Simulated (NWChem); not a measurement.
SiNH₃Cl₂; SMILES [SiH](N)(Cl)Cl

```xyz
7

Si     0.3056     0.4330     0.0076
N      1.8963    -0.1737    -0.1319
Cl    -0.6972    -0.0610    -1.7296
Cl    -0.8024    -0.3279     1.5999
H      0.3420     1.8935     0.1894
H      2.0605    -1.1159    -0.4677
H      2.6002     0.1107     0.5405
```
Atoms are numbered in this order, from 1.

Results from NWChem. Geometry optimised at B3LYP/6-31G*; all other runs use it. Pople sets run with spherical d functions.

```tsv
quantity	level	value
vertical, lowest state with f > 0.02, singlet (eV)	PBE0/def2-SVPD, TDA	7.15
anisotropy (bohr³), static	PBE0/def2-SVPD	___
solvation free energy (kcal/mol) in water	B3LYP/6-31G*, SMD	-3.7
vertical ionisation energy, ΔSCF (eV)	PBE/def2-SVP	___
dipole (D)	B3LYP/6-31G*	___
highest harmonic frequency (cm⁻¹)	B3LYP/6-31G*	3652
```

Q: Fill in the missing entries.

A: 
- anisotropy (bohr³), static, value: 13.0
- vertical ionisation energy, ΔSCF (eV), value: 9.83
- dipole (D), value: 2.85
